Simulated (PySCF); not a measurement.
Computed shifts of a molecule C3H7NSi, B3LYP/pcSseg-1 run with PySCF, GIAO, gas phase, equivalent atoms averaged, in ppm (number of nuclei): ¹⁵N: 51.5 (1). ¹³C: 235.9 (1), 107.9 (1), 94.1 (1). ²⁹Si: -70.9 (1). ¹H: 6.34 (1), 6.03 (1), 4.45 (3), 1.61 (1), 1.48 (1). References: ¹⁵N against NH3 (σ = 265.5 ppm); ¹³C against TMS (σ = 181.3 ppm); ²⁹Si against TMS (σ = 338.7 ppm); ¹H against TMS (σ = 31.68 ppm), references at their B3LYP-D3(BJ)/def2-TZVP geometries, non-relativistic. Geometry: PBE0-D3(BJ)/def2-SVP. The values are those of a single conformer.

**Question.** Which structure fits?
A) C=C=C[SiH2]N
B) C#C[C@H](N)[SiH3]
C) C=C/C=N/[SiH3]
D) NC=C=C[SiH3]

**Answer.** D, NC=C=C[SiH3]
